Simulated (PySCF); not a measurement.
What builds the first ionisation energy along group 12

Calculated with PySCF 2.14 from differences of total energies of unrestricted determinants, without spin-orbit coupling. Each column adds one step, in eV (sums use unrounded values): valence MP2, valence CCSD, valence triples, then the next inner shell at CCSD(T) (Zn 3s 3p, Cd 4s 4p, Hg 5s 5p). References (NIST) marked * lie between the lowest fine-structure levels; the others compare directly ((s) semi-empirical, (t) theoretical).

| element | UHF | + MP2 | + CCSD | + (T) | + inner shell | sum | reference |
| --- | --- | --- | --- | --- | --- | --- | --- |
| Zn [Ar] 3d10 4s2 → [Ar] 3d10 4s1 (ANO-RCC-VTZP, spin-free X2C) | 7.779 | 1.309 | 0.049 | 0.119 | 0.024 | 9.281 | 9.394 |
| Cd [Kr] 4d10 5s2 → [Kr] 4d10 5s1 (ANO-RCC-VTZP, spin-free X2C) | 7.336 | 1.492 | -0.082 | 0.122 | 0.063 | 8.931 | 8.994 |
| Hg [Xe] 4f14 5d10 6s2 → [Xe] 4f14 5d10 6s1 (ANO-RCC-VTZP, spin-free X2C) | 8.499 | 1.849 | -0.265 | 0.132 | 0.078 | 10.293 | 10.438 |

What remains against the references is mostly basis incompleteness.

These are valence bases, so the inner-shell step is incomplete.
